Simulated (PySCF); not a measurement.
ZnI2, SMILES [I][Zn][I]. Atoms are numbered in the order given.

```xyz
3

Zn     0.0000     0.0000     0.0000
I      0.0000     0.0000    -2.4407
I      0.0000     0.0000     2.4407
```
Charge 0, spin multiplicity 1.

Geometry optimised at B3LYP-D3(BJ)/def2-SVP. The isomer is the one that the SMILES or the coordinates give; other isomers of the formula were not compared. The def2 effective core potentials stand for the cores of I; spin–orbit coupling is left out.

Level of theory: r2SCAN/def2-TZVPD (PySCF).

Mulliken values depend strongly on the basis, most of all with diffuse functions as here. ESP charges are fitted to the potential on shells at 1.4 to 2.0 van der Waals radii. Atomic charges (e):

| atom | ESP fit | Mulliken |
|---|---|---|
| Zn1 | (withheld) | 0.08 |
| I2 | (withheld) | -0.04 |
| I3 | (withheld) | -0.04 |

Problem. Some entries are withheld; supply them. (Estimate from the structure and the level; the computed values follow.)

Solution. 
- Zn1, ESP fit: 0.42
- I2, ESP fit: -0.21
- I3, ESP fit: -0.21
